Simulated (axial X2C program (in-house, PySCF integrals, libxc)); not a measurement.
Bond lengths and stretching modes, held linear, of BrBBr⁻

Calculated with an axial X2C code built on PySCF integrals: two-component X2C with atomic mean-field Coulomb and Gaunt terms, Gaussian nuclei, basis Br dyall-av3z, B dyall-v3z with contracted cores. Spin-free rows use the one-electron spin-free X2C Hamiltonian.

Masses Br 78.918, B 11.009, Br 78.918 u. States: 2c Ω = 2 (beyond evenly filled blocks: ω = 1/2, ω = 3/2); spin-free M_S = 1, Λ = 1 (beyond evenly filled blocks: σα, π+α).

PBE0, spin-free: energies above the lowest point

```
r(Br–B) (Å)  r(B–Br) (Å)  E (meV)
     2.0894       2.0894    17.26
     2.0894       2.1430     4.76
     2.0894       2.1966     5.00
     2.1430       2.0894     4.76
     2.1430       2.1430     0.00
     2.1430       2.1966     7.98
     2.1430       2.2502    26.11
     2.1966       2.0894     5.00
     2.1966       2.1430     7.98
     2.1966       2.1966    23.63
     2.2502       2.1430    26.11
     2.2502       2.2502    81.94
```

**Question.** Fit a quadratic surface with cubic terms in each bond: where is the minimum, and what are the two stretching wavenumbers?

**Answer.** At PBE0, spin-free: bonds 2.138 and 2.138 Å; harmonic stretches 156.6 and 312.1 cm⁻¹; force constants 0.718, 0.718 and coupling 0.42 mdyn/Å.

The other levels and Hamiltonians give:

```tsv
Hamiltonian	level	r(Br–B) (Å)	r(B–Br) (Å)	lower stretch (cm⁻¹)	upper stretch (cm⁻¹)
2c	PBE0	2.141	2.141	155.7	308.5
2c	TPSSh	2.163	2.163	153.3	299.6
spin-free	TPSSh	2.159	2.159	154.2	303.5
```

Each state is one determinant, the lowest of a limited PBE0 search; the stretches come from a fit to these few points and carry an uncertainty of a few per cent. Other orders of the atoms were not compared. Left out for rough or failed fits: HF 2c, MP2 2c, HF spin-free, MP2 spin-free. For an anion the highest level of a functional can be positive, and the basis then holds the extra electron. The molecule was held linear; bending was not examined, so a bent shape may lie lower. Open-shell Ω = 0 determinants with evenly filled partner blocks cannot be reached by this program, so the Ω shown need not be the lowest component. Note: functional without a current term on a determinant with orbital currents, of the molecule or an atom. Note: several unpaired electrons, one determinant need not be a pure state.
